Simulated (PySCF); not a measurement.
# Whose spectrum? (non-ionic photoacid generator)

All values: TDA PBE0/6-31G*, gas phase, PySCF SCF with an in-house response code, fitting set def2-universal-JFIT up to Ne and JKFIT beyond, grid level 1 (kernel 0), vertical, one conformer each, geometries GFN2-xTB; core orbitals frozen in the response, virtual orbitals above 1.5 Eh left out. The lowest 6 singlets were sought, and the brightest is taken among them. The runs took 0.6 to 2 CPU minutes each on shared server CPUs.

Some members have dark charge-transfer states, which this functional places too low.

One system has its HOMO at -8.74 eV, its LUMO at -2.32 eV and these singlet states:

| state | eV | f |
| --- | --- | --- |
| S1 | 5.39 | 0.031 |
| S2 | 5.42 | 0.012 |
| S3 | 5.54 | 0.012 |
| S4 | 5.80 | 0.002 |
| S5 | 6.12 | 0.076 |
| S6 | 6.23 | 0.009 |

Q: Which is it?
A. O=S(=O)(c1ccccc1S(=O)(=O)c1c(F)c(F)c(F)c(F)c1F)c1c(F)c(F)c(F)c(F)c1F (C18H4F10O4S2)
B. CCCCS(=O)(=O)c1ccccc1S(=O)(=O)CCCC (C14H22O4S2)
C. O=S(=O)(c1ccccc1S(=O)(=O)C1CCCCC1)C1CCCCC1 (C18H26O4S2)
D. O=S(=O)(c1ccccc1)c1ccccc1S(=O)(=O)c1ccccc1 (C18H14O4S2)
E. O=S(=O)(c1ccccc1S(=O)(=O)C(F)(F)F)C(F)(F)F (C8H4F6O4S2)

A: E.

Q: How do the candidates compare?

A: 
```
                                                              system  HOMO / eV  LUMO / eV  S1 / eV  f(S1)  brightest state sought / eV
                                  CCCCS(=O)(=O)c1ccccc1S(=O)(=O)CCCC      -7.93      -1.59     5.29  0.009                         5.39
                          O=S(=O)(c1ccccc1)c1ccccc1S(=O)(=O)c1ccccc1      -7.16      -1.63     4.71  0.024                         4.88
                          O=S(=O)(c1ccccc1S(=O)(=O)C(F)(F)F)C(F)(F)F      -8.74      -2.32     5.39  0.031                         6.12
                          O=S(=O)(c1ccccc1S(=O)(=O)C1CCCCC1)C1CCCCC1      -7.67      -1.52     5.12  0.005                         5.46
O=S(=O)(c1ccccc1S(=O)(=O)c1c(F)c(F)c(F)c(F)c1F)c1c(F)c(F)c(F)c(F)c1F      -7.48      -2.21     4.50  0.002                         5.18
```
